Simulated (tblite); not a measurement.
C₇H₁₄Ge.
SMILES with atom numbers: `[CH2:1]=[CH:2][C@@H:3]1[GeH2:4][CH2:5][C@H:6]1[CH2:7][CH3:8]` (hydrogens: H9, H10 on C1; H11 on C2; H12 on C3; H13, H14 on Ge4; H15, H16 on C5; H17 on C6; H18, H19 on C7; H20, H21, H22 on C8)

Computed with GFN2-xTB (tblite), gas phase: L-BFGS steps from a force-field or distance-geometry start until the largest atomic force falls under 0.01 eV/Å.

Step 3: E = -652.3743 eV
```
atom  x, y, z in Å  |  force x, y, z in eV/Å
C1      2.4636   -1.2658    1.0104    0.014   0.226  -0.087
C2      2.2272   -0.1050    0.4320    0.125  -0.269   0.028
C3      1.1239    0.0977   -0.5360   -0.152   0.212  -0.038
Ge4     0.9457    1.9599   -1.1767   -0.202  -0.120   0.035
C5     -0.7476    1.5634   -0.2412    0.306  -0.143  -0.144
C6     -0.3025    0.1215    0.1207    0.037   0.085  -0.152
C7     -1.2350   -0.9748   -0.4173    0.142   0.220  -0.048
C8     -2.5915   -0.9983    0.2839    0.343   0.059  -0.100
H9      1.8485   -2.1116    0.7876   -0.054  -0.318   0.017
H10     3.2678   -1.3836    1.7001    0.217  -0.194   0.312
H11     2.8431    0.7566    0.6714   -0.036  -0.032   0.004
H12     1.1536   -0.6115   -1.3598    0.046  -0.364   0.140
H13     0.7912    2.0618   -2.6779    0.232   0.356   0.073
H14     1.8280    2.9294   -0.4181    0.034   0.072  -0.402
H15    -0.8945    2.1850    0.6255   -0.463   0.095   0.244
H16    -1.5883    1.5820   -0.9130   -0.520   0.040   0.109
H17    -0.2308    0.0097    1.2122    0.073  -0.024  -0.226
H18    -1.3854   -0.8247   -1.4917    0.032   0.057   0.036
H19    -0.7609   -1.9515   -0.2935    0.084   0.040   0.057
H20    -2.4537   -1.1797    1.3413   -0.024  -0.021   0.217
H21    -3.1051   -0.0555    0.1563   -0.098   0.183   0.000
H22    -3.2077   -1.7859   -0.1259   -0.138  -0.158  -0.075
```

Step 4: E = -652.4339 eV
```
atom  x, y, z in Å  |  force x, y, z in eV/Å
C1      2.4684   -1.2731    1.0176   -0.007   0.213  -0.158
C2      2.2383   -0.1172    0.4277   -0.106  -0.173   0.062
C3      1.1335    0.1037   -0.5378   -0.230  -0.093  -0.177
Ge4     0.9379    1.9605   -1.1757   -0.103  -0.100  -0.086
C5     -0.7467    1.5683   -0.2456   -0.170   0.080   0.002
C6     -0.2967    0.1328    0.1046    0.019  -0.096   0.104
C7     -1.2312   -0.9645   -0.4122    0.290   0.000  -0.207
C8     -2.5809   -0.9975    0.2796    0.009   0.060   0.024
H9      1.8536   -2.1182    0.7912   -0.057  -0.336   0.023
H10     3.2707   -1.3941    1.7098    0.199  -0.164   0.287
H11     2.8329    0.7507    0.6682    0.172   0.089   0.083
H12     1.1544   -0.6329   -1.3422    0.061  -0.193   0.091
H13     0.8070    2.0849   -2.6691    0.180   0.317  -0.027
H14     1.8258    2.9287   -0.4488    0.111   0.168  -0.264
H15    -0.9259    2.1844    0.6320   -0.246  -0.068   0.019
H16    -1.6146    1.5836   -0.8959   -0.234   0.019   0.118
H17    -0.2287    0.0049    1.1858    0.122   0.052   0.110
H18    -1.3798   -0.8220   -1.4785   -0.044   0.092  -0.301
H19    -0.7594   -1.9430   -0.2936    0.141   0.036   0.103
H20    -2.4584   -1.1769    1.3353    0.060  -0.062   0.376
H21    -3.1022   -0.0608    0.1600   -0.135   0.305  -0.053
H22    -3.2086   -1.7830   -0.1223   -0.034  -0.147  -0.128
```

Task: Estimate the geometry and energy of step 5. (The exact step hangs on the optimiser's Hessian estimate; all steps are aligned on step 4, rigid shifts and turns removed.)

Result: E = -652.4618 eV, largest force 0.391 eV/Å
```
atom  x, y, z in Å  |  force x, y, z in eV/Å
C1      2.4716   -1.2765    1.0203   -0.002   0.055  -0.113
C2      2.2418   -0.1235    0.4254   -0.152  -0.030   0.080
C3      1.1353    0.1048   -0.5412   -0.171  -0.200  -0.143
Ge4     0.9325    1.9594   -1.1767   -0.050  -0.054  -0.109
C5     -0.7501    1.5723   -0.2474   -0.319   0.084   0.083
C6     -0.2935    0.1373    0.0978   -0.025  -0.096   0.170
C7     -1.2252   -0.9595   -0.4128    0.152  -0.086  -0.208
C8     -2.5760   -0.9963    0.2782   -0.122   0.065   0.092
H9      1.8558   -2.1262    0.7936    0.022  -0.224   0.049
H10     3.2744   -1.4018    1.7185    0.075  -0.113   0.163
H11     2.8302    0.7488    0.6679    0.189   0.062   0.085
H12     1.1557   -0.6467   -1.3319    0.052  -0.132   0.028
H13     0.8179    2.1017   -2.6652    0.144   0.290  -0.094
H14     1.8265    2.9311   -0.4685    0.126   0.183  -0.203
H15    -0.9455    2.1828    0.6353   -0.128  -0.111  -0.056
H16    -1.6311    1.5847   -0.8850   -0.110   0.002   0.088
H17    -0.2257    0.0033    1.1746    0.136   0.078   0.251
H18    -1.3776   -0.8192   -1.4768   -0.050   0.087  -0.378
H19    -0.7562   -1.9383   -0.2921    0.171   0.018   0.097
H20    -2.4598   -1.1763    1.3375    0.081  -0.048   0.282
H21    -3.1026   -0.0591    0.1611   -0.082   0.234  -0.056
H22    -3.2091   -1.7834   -0.1223    0.064  -0.065  -0.107
```

The energy changes by -0.0278 eV. The first-order estimate −F·Δx gives -0.0359 eV and the mean of the old and new forces, exact on a quadratic surface, -0.0277 eV. The step makes an angle of 57° with the force vector and moves no atom by more than 0.020 Å.

The cost below is that of the whole relaxation. Hardware: one thread of an Arm Neoverse N1, shared host with 64 logical CPUs at a one-minute load of 59. Cost: 2.6 s wall.
